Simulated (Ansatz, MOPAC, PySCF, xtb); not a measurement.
Noncovalent pair: C2H6 (SMILES CC) (first 8 atoms) with C3H6 (SMILES C=CC); geometry from B3LYP-D3(BJ)/def2-TZVP, rigid monomers moved along the line of their centres of mass till H4···C10 is 3.34 Å.
(charge 0, multiplicity 1):
```xyz
17

C      0.47675    -0.54246     0.48546
C     -0.53375     0.59854     0.54134
H      0.24210    -1.24154    -0.31987
H      0.48220    -1.10433     1.42064
H      1.48865    -0.16967     0.31235
H     -0.55737     1.15638    -0.39714
H     -0.29154     1.30229     1.33928
H     -1.54107     0.22407     0.73197
C     -1.27427    -0.37243     4.57450
C      0.04507    -0.46872     4.67348
C      1.00594     0.66571     4.51497
H     -1.75882     0.57455     4.36467
H     -1.91750    -1.23434     4.69644
H      0.48520    -1.44068     4.88159
H      1.69343     0.48196     3.68425
H      0.48595     1.60579     4.32681
H      1.62098     0.78717     5.41111
```

Monomers are frozen at their geometry in the pair; levels with a basis set take the counterpoise correction.

The state that PM6 reach isn't checked.

Programs: Ansatz (Gaussian basis) for Hartree–Fock, density functionals and correlated methods; MOPAC for PM6 (differences of heats of formation); PySCF for the dispersion terms; xtb for the GFN methods. Each number belongs to the level named beside it.

One of these levels gives -6.4 kJ/mol for the interaction energy. Which?
A) PM6
B) GFN2-xTB
C) PBE-D4/def2-TZVPPD

C, PBE-D4/def2-TZVPPD. The others give -0.4 (PM6), -4.8 (GFN2-xTB)

Ansatz is an electronic-structure program.
